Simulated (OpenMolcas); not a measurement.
Fe2+ (d6) among equal point charges was computed by CASSCF with the d shell active (OpenMolcas, ANO-RCC-VDZP on the metal). Its lowest spin-free states, and all those of the highest spin:

| 2S+1 | Degeneracy | E (cm-1) |
| --- | --- | --- |
| 5 | 2 | 0.0 |
| 5 | 3 | 2039 |
| 3 | 3 | 21019 |
| 3 | 2 | 21938 |
| 3 | 3 | 22897 |
| 3 | 3 | 23166 |
| 3 | 3 | 24882 |
| 3 | 1 | 25467 |
| 3 | 3 | 25983 |
| 3 | 1 | 27455 |
| 3 | 3 | 27633 |
| 3 | 2 | 28148 |

Task: Is the site octahedral, tetrahedral or cube-like, axial, or of lower symmetry?

Result: The states with 2S+1 = 5 have orbital degeneracies 2, 3. Threefold states need a cubic site. For d6 at this spin an octahedron puts the threefold T2 below the twofold E and a tetrahedron or cube puts the twofold E below the threefold T2, so the site is a tetrahedron or a cube, which this pattern cannot tell apart. The first gap at this spin, 2040 cm-1, is |10Dq| in ligand-field theory. The run had Fe2+ among 4 point charges of -2 e arranged as a tetrahedron (Td), 1.82 Å from the ion.

An orbital doublet at a regular site is open to a Jahn-Teller distortion, which this geometry leaves out. Without dynamic correlation the repulsion within the d shell is too large (B by tens of per cent), so at a given field states of lower spin stand too high. The ground term spreads over less than 5000 cm-1, several times less than with real ligands, so orbital moments are less quenched and χT lies further from the spin-only value than at real sites. This is an electrostatic model: the charges have no orbitals. No measured value stands beside these numbers.
